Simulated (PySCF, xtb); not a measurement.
CBrF2, SMILES F[C](F)Br (connectivity only; charge and spin as stated), charge +1, multiplicity 1.

GFN2-xTB in xtb at its own geometry gives an orbital gap of 2.67 eV.

Geometry: B3LYP-D3(BJ)/def2-SVP. The multiplicity is an assumed one; other spin states were not compared. The isomer is the one that the SMILES or the coordinates give; other isomers of the formula were not compared.

Question: What does PySCF with PBE/def2-TZVPD give? (An estimate is asked for; the answer gives what the named calculation found.)

Answer: gap 3.93 eV (levels -14.91 and -10.99 eV).
